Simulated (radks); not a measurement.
Effect of the nuclear size on the neodymium ion Nd16+, [Kr] 4d8. Calculated with a radial shooting solver on a logarithmic mesh with Libxc functionals: Dirac Kohn-Sham, PBE, spin-unpolarised, spherical densities, finite nucleus; open shells are shared between the two j in proportion to 2j + 1; Fermi nuclear charge, rms radius 4.9123 fm. The rms radius is varied about that value; shifts are against it.

[
 {"rms radius (fm)": "4.0526", "total energy shift (eV)": "-4.17", "density at nucleus (e/bohr^3)": "4.733e+05", "1s1/2 shift (meV)": "-1730", "2s1/2 shift (meV)": "-215", "4s1/2 shift (meV)": "-11.1", "4p1/2 shift (meV)": "0.347", "4d5/2 shift (meV)": "0.557", "5s1/2 (empty) shift (meV)": "-3.50", "5p1/2 (empty) shift (meV)": "0.079"},
 {"rms radius (fm)": "4.5832", "total energy shift (eV)": "-1.67", "density at nucleus (e/bohr^3)": "4.605e+05", "1s1/2 shift (meV)": "-693", "2s1/2 shift (meV)": "-86.2", "4s1/2 shift (meV)": "-4.46", "4p1/2 shift (meV)": "0.139", "4d5/2 shift (meV)": "0.223", "5s1/2 (empty) shift (meV)": "-1.40", "5p1/2 (empty) shift (meV)": "0.032"},
 {"rms radius (fm)": "4.9123", "total energy shift (eV)": "0", "density at nucleus (e/bohr^3)": "4.534e+05", "1s1/2 shift (meV)": "0.000", "2s1/2 shift (meV)": "0.000", "4s1/2 shift (meV)": "0.000", "4p1/2 shift (meV)": "0.000", "4d5/2 shift (meV)": "0.000", "5s1/2 (empty) shift (meV)": "0.000", "5p1/2 (empty) shift (meV)": "0.000"},
 {"rms radius (fm)": "5.2267", "total energy shift (eV)": "1.68", "density at nucleus (e/bohr^3)": "4.472e+05", "1s1/2 shift (meV)": "696", "2s1/2 shift (meV)": "86.7", "4s1/2 shift (meV)": "4.49", "4p1/2 shift (meV)": "-0.140", "4d5/2 shift (meV)": "-0.224", "5s1/2 (empty) shift (meV)": "1.41", "5p1/2 (empty) shift (meV)": "-0.032"},
 {"rms radius (fm)": "5.5116", "total energy shift (eV)": "3.27", "density at nucleus (e/bohr^3)": "4.42e+05", "1s1/2 shift (meV)": "1360", "2s1/2 shift (meV)": "169", "4s1/2 shift (meV)": "8.74", "4p1/2 shift (meV)": "-0.272", "4d5/2 shift (meV)": "-0.437", "5s1/2 (empty) shift (meV)": "2.75", "5p1/2 (empty) shift (meV)": "-0.062"}
]

Slopes of the eigenvalues against <r^2> in GHz/fm^2, as finite differences over the two radii next to the reference (eigenvalue slopes, not the field-shift constants of lines): 1s1/2 53200, 2s1/2 6620, 4s1/2 343, 4p1/2 -10.7, 4d5/2 -17.1, 5s1/2 (empty) 108, 5p1/2 (empty) -2.42.
